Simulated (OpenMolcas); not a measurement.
A ladder of methods for InClF2 (SMILES [F][In]([F])[Cl])

InClF2 has 4 atoms, charge 0, and is taken as a singlet. SMILES: `[F][In]([F])[Cl]`. The coordinates come from a PBE0-D4/def2-TZVP relaxation.

```xyz
4

F     0.5882    0.6146    1.7496
In    0.0467   -0.0405    0.0251
F     0.8315   -1.7207   -0.4821
Cl   -1.4109    1.0863   -1.3128
```

Quantity: the energy change with the In2–F3 bond stretched from 1.923 to 3.461 Å, in eV. The values are calculated.

| level | kind | program | value (eV) |
| --- | --- | --- | --- |
| SVWN5/def2-SVP (core potential) (restricted) | LDA | OpenMolcas | 4.16 |
| PBE/def2-SVP (core potential) (restricted) | GGA | OpenMolcas | 3.73 |
| revPBE/def2-SVP (core potential) (restricted) | GGA | OpenMolcas | 3.57 |
| M06-L/def2-SVP (core potential) (restricted) | meta-GGA | OpenMolcas | 3.99 |
| r2SCAN/def2-SVP (core potential) (restricted) | meta-GGA | OpenMolcas | 4.13 |
| BHLYP/def2-SVP (core potential) (restricted) | global hybrid | OpenMolcas | 4.89 |
| M06-2X/def2-SVP (core potential) (restricted) | hybrid meta-GGA | OpenMolcas | 4.84 |
| MP2/def2-SVP (core potential) (restricted) | perturbation theory | OpenMolcas | 4.78 |

The first shape isn't each level's own minimum. The values span 3.57 to 4.89 eV. In the correlated wave-function rows the outer d shell of In is correlated, in sets not made for it.
